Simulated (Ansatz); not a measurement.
A first, cheap relaxation of CH6OSi2, SMILES `C1O[SiH2][SiH2]1`.

```yaml
crystal:
  periodic: [false, false, false]
  atoms:
    - {symbol: C, position_ang: [-0.700300, 0.621000, -0.662400]}
    - {symbol: O, position_ang: [-1.141100, -0.740900, -0.493000]}
    - {symbol: Si, position_ang: [0.296300, -1.343700, 0.034500]}
    - {symbol: Si, position_ang: [0.569600, 0.739800, 0.774600]}
    - {symbol: H, position_ang: [-0.316000, 0.849100, -1.684200]}
    - {symbol: H, position_ang: [-1.606400, 1.349100, -0.538100]}
    - {symbol: H, position_ang: [1.213800, -1.719600, -1.101900]}
    - {symbol: H, position_ang: [0.163900, -2.403200, 1.047000]}
    - {symbol: H, position_ang: [-0.128100, 1.084700, 2.131700]}
    - {symbol: H, position_ang: [1.731400, 1.512600, 0.494800]}
basis:
  gaussian: {orbitals: def2-SVP}
hamiltonian: {xc: pbe, dispersion: d4}
relax: {f_tol: 0.03, max_steps: 200}
```

```sh
$ ansatz run in.yaml --threads 2 --pin off --events-out ev --progress --plain --max-ram 4352MiB
```

Shortened log:

```
Functional definition: PBE
mean field -18916.80342978 eV, -695.1797037746 hartree, gradient 5.9e-5 eV, S^2 0.000000; 0 other end points of the search recorded, 0 dependent functions left out
relax step   1: F+E_penalty+E_count = -18917.03093194 eV  Δ(F+E_penalty+E_count) = +0.000e0 eV  max|allowed force component| = 2.187e0 eV/Å  Δτ_max = 0.0000 Å  (27 SCF iters, accepted)
mean field -18917.20461508 eV, -695.1944470624 hartree, gradient 1.5e-5 eV, S^2 0.000000; 0 other end points of the search recorded, 0 dependent functions left out
relax step   2: F+E_penalty+E_count = -18917.42893839 eV  Δ(F+E_penalty+E_count) = -3.980e-1 eV  max|allowed force component| = 1.152e0 eV/Å  Δτ_max = 0.1906 Å  (28 SCF iters, accepted)
mean field -18917.29589037 eV, -695.1978013675 hartree, gradient 2.5e-5 eV, S^2 0.000000; 0 other end points of the search recorded, 0 dependent functions left out
relax step   3: F+E_penalty+E_count = -18917.51795687 eV  Δ(F+E_penalty+E_count) = -8.902e-2 eV  max|allowed force component| = 2.312e-1 eV/Å  Δτ_max = 0.0957 Å  (28 SCF iters, accepted)
mean field -18917.31454069 eV, -695.1984867541 hartree, gradient 2.3e-5 eV, S^2 0.000000; 0 other end points of the search recorded, 0 dependent functions left out
relax step   4: F+E_penalty+E_count = -18917.53573153 eV  Δ(F+E_penalty+E_count) = -1.777e-2 eV  max|allowed force component| = 2.043e-1 eV/Å  Δτ_max = 0.1999 Å  (34 SCF iters, accepted)
mean field -18917.32459890 eV, -695.1988563866 hartree, gradient 1.1e-5 eV, S^2 0.000000; 0 other end points of the search recorded, 0 dependent functions left out
relax step   5: F+E_penalty+E_count = -18917.54541862 eV  Δ(F+E_penalty+E_count) = -9.687e-3 eV  max|allowed force component| = 2.081e-1 eV/Å  Δτ_max = 0.0902 Å  (29 SCF iters, accepted)
mean field -18917.33492533 eV, -695.1992358758 hartree, gradient 2.0e-5 eV, S^2 0.000000; 0 other end points of the search recorded, 0 dependent functions left out
relax step   6: F+E_penalty+E_count = -18917.55568992 eV  Δ(F+E_penalty+E_count) = -1.027e-2 eV  max|allowed force component| = 1.490e-1 eV/Å  Δτ_max = 0.1071 Å  (27 SCF iters, accepted)
mean field -18917.34233463 eV, -695.1995081623 hartree, gradient 9.2e-6 eV, S^2 0.000000; 0 other end points of the search recorded, 0 dependent functions left out
relax step   7: F+E_penalty+E_count = -18917.56303801 eV  Δ(F+E_penalty+E_count) = -7.348e-3 eV  max|allowed force component| = 5.969e-2 eV/Å  Δτ_max = 0.0696 Å  (28 SCF iters, accepted)
mean field -18917.34313229 eV, -695.1995374758 hartree, gradient 2.5e-5 eV, S^2 0.000000; 0 other end points of the search recorded, 0 dependent functions left out
relax step   8: F+E_penalty+E_count = -18917.56374559 eV  Δ(F+E_penalty+E_count) = -7.076e-4 eV  max|allowed force component| = 7.783e-2 eV/Å  Δτ_max = 0.0369 Å  (28 SCF iters, accepted)
mean field -18917.34339197 eV, -695.1995470191 hartree, gradient 2.3e-5 eV, S^2 0.000000; 0 other end points of the search recorded, 0 dependent functions left out
relax step   9: F+E_penalty+E_count = -18917.56402270 eV  Δ(F+E_penalty+E_count) = -2.771e-4 eV  max|allowed force component| = 3.835e-2 eV/Å  Δτ_max = 0.0207 Å  (29 SCF iters, accepted)
mean field -18917.34350553 eV, -695.1995511923 hartree, gradient 2.3e-5 eV, S^2 0.000000; 0 other end points of the search recorded, 0 dependent functions left out
relax step  10: F+E_penalty+E_count = -18917.56414385 eV  Δ(F+E_penalty+E_count) = -1.211e-4 eV  max|allowed force component| = 1.665e-2 eV/Å  Δτ_max = 0.0135 Å  (30 SCF iters, accepted)
mean field -18917.34350553 eV, -695.1995511923 hartree, gradient 2.3e-5 eV, S^2 0.000000; 1 other end points of the search recorded, 0 dependent functions left out
Total energy: -18917.56418034 eV, -695.2076608420 hartree
Atom 0 at    -0.806696     0.707670    -0.650067 Å, force    -0.008252     0.003128    -0.008210 eV/Å
Atom 1 at    -0.828115    -0.711712    -0.950547 Å, force     0.011309     0.009736     0.008773 eV/Å
Atom 2 at     0.366773    -1.432947     0.046312 Å, force     0.001089    -0.000554    -0.007699 eV/Å
Atom 3 at     0.569842     0.798123     0.729112 Å, force    -0.004883     0.000137     0.007497 eV/Å
Atom 4 at    -0.557735     1.293060    -1.564367 Å, force    -0.006924    -0.010659     0.011452 eV/Å
Atom 5 at    -1.811014     1.042473    -0.304496 Å, force     0.016650    -0.003452    -0.004729 eV/Å
Atom 6 at     1.469985    -2.085939    -0.747113 Å, force    -0.004686    -0.001866    -0.000123 eV/Å
Atom 7 at    -0.205235    -2.474172     0.973772 Å, force    -0.002195     0.000902    -0.001822 eV/Å
Atom 8 at     0.088484     1.215102     2.094120 Å, force     0.000906     0.001601    -0.002955 eV/Å
Atom 9 at     1.796812     1.597243     0.376275 Å, force    -0.003015     0.001028    -0.002184 eV/Å
Dipole moment:     0.124407     0.190864     0.157567 e Å
```

Run time 19 s (2 threads of an Arm Neoverse V1 on a shared host); peak host memory 0.13 GiB.
